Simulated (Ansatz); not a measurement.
C₃, singlet, geometry from GFN2-xTB. Base run: MP2/def2-SVP in Ansatz (an electronic-structure program).

Input for Ansatz:
Ansatz 0.2 input:
```yaml
crystal:
  periodic: [false, false, false]
  atoms:
    - {symbol: C, position_ang: [-1.28632769, 0.05918624, 0.01517944]}
    - {symbol: C, position_ang: [0.00059880, 0.00960336, 0.00809238]}
    - {symbol: C, position_ang: [1.28572888, -0.06878959, -0.02327182]}
basis:
  gaussian:
    orbitals: def2-SVP
magnetization: {spin_polarized: false}
correlation: {method: mp2}
```

Each row names what was changed in the base input (with any setting that the change needs).

```json
[
 {"change": "base", "basis functions": "42", "E (Eh)": "-113.58874", "MP2 correlation (Eh)": "-0.32984"},
 {"change": "basis = STO-3G", "basis functions": "15", "E (Eh)": "-112.08504", "MP2 correlation (Eh)": "-0.17858"},
 {"change": "basis = 3-21G", "basis functions": "27", "E (Eh)": "-112.94996", "MP2 correlation (Eh)": "-0.22769"},
 {"change": "basis = cc-pVDZ", "basis functions": "42", "E (Eh)": "-113.69625", "MP2 correlation (Eh)": "-0.33092"},
 {"change": "basis = 6-311G**", "basis functions": "54", "E (Eh)": "-113.72777", "MP2 correlation (Eh)": "-0.34989"},
 {"change": "basis = 6-311++G**", "basis functions": "66", "E (Eh)": "-113.73146", "MP2 correlation (Eh)": "-0.35138"},
 {"change": "basis = aug-cc-pVDZ", "basis functions": "69", "E (Eh)": "-113.70886", "MP2 correlation (Eh)": "-0.34053"},
 {"change": "basis = 6-311+G(2d,p)", "basis functions": "81", "E (Eh)": "-113.75214", "MP2 correlation (Eh)": "-0.36944"},
 {"change": "basis = pc-2", "basis functions": "90", "E (Eh)": "-113.77877", "MP2 correlation (Eh)": "-0.39048"},
 {"change": "basis = def2-TZVPP", "basis functions": "93", "E (Eh)": "-113.79019", "MP2 correlation (Eh)": "-0.39708"},
 {"change": "basis = cc-pVQZ", "basis functions": "165", "E (Eh)": "-113.81975", "MP2 correlation (Eh)": "-0.42379"},
 {"change": "basis = def2-QZVPP", "basis functions": "171", "E (Eh)": "-113.81947", "MP2 correlation (Eh)": "-0.42257"},
 {"change": "basis = def2-QZVP", "basis functions": "171", "E (Eh)": "-113.81947", "MP2 correlation (Eh)": "-0.42257"}
]
```

Totals compare only among sets that treat the same electrons; sets with core potentials leave the core out.
